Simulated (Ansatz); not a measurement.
`[SnH3][CH2][SnH3]` + `CC=N` → `N=[CH][SnH3]` + `C[CH2][SnH3]` at 298.15 K and 1 bar (formal exchange of groups at the Sn–C bond).

Calculated with Ansatz (gas phase, PBE0-D4/def2-TZVP geometries, no zero-point term in ΔE). CBS: MP2 limit from def2 TZ/QZ plus the TZ coupled-cluster correction, frozen cores. def2 core potentials past Kr. For Sn outer-core shells are correlated without core-valence functions, which leaves a few kJ/mol of doubt a bond. Each species was taken in one conformer, which may not be the lowest.

```tsv
species	CCSD(T)/CBS energy (Eh)	H − E (kJ/mol)	S (J/(mol·K))
`[SnH3][CH2][SnH3]`	-470.86997	197.1	381.7
`CC=N`	-133.79309	193.1	262.7
`N=[CH][SnH3]`	-309.72288	148.8	317.3
`C[CH2][SnH3]`	-294.92046	241.4	327.2
```

H − E and S are ideal-gas, rigid-rotor, harmonic terms from PBE0-D4/def2-TZVP, for one conformer and one mirror image of each species. 1 Eh = 2625.50 kJ/mol, R = 8.31446 J/(mol·K).

Question: By hand: ΔE, ΔH, ΔS and ΔG.

Answer: ΔE = (-309.72288) + (-294.92046) − (-470.86997) − (-133.79309) = 0.01972 Eh = 51.8 kJ/mol. Δ(H − E) = 148.8 + 241.4 − 197.1 − 193.1 = 0.0, so ΔH = 51.8 kJ/mol. ΔS = 317.3 + 327.2 − 381.7 − 262.7 = 0.1 J/(mol·K). ΔG = 51.8 − 298.15 × (0.1)/1000 = 51.8 kJ/mol.

Question: By hand: the equilibrium constant, and the temperature at which ΔG would vanish if ΔH and ΔS stayed fixed.

Answer: log₁₀ K = −ΔG/(RT ln 10) = -9.1. ΔG = 0 at ΔH/ΔS = 518000 K, far beyond where these terms or the molecules hold.

The number of gas molecules stays the same, so ΔS is small and ΔH decides. A doubt of 5 kJ/mol in ΔE shifts log₁₀ K by 0.9 here. Other conformers and mirror images would add mixing entropy, several J/(mol·K) or more a flexible species. Modes under 60 cm⁻¹, often nearly free rotors, make the harmonic entropy too high. These are equilibria of isolated gas molecules and say nothing of rates. Largest T1 diagnostic: 0.014 (customary marks: 0.02 for closed shells, 0.045 for open ones).
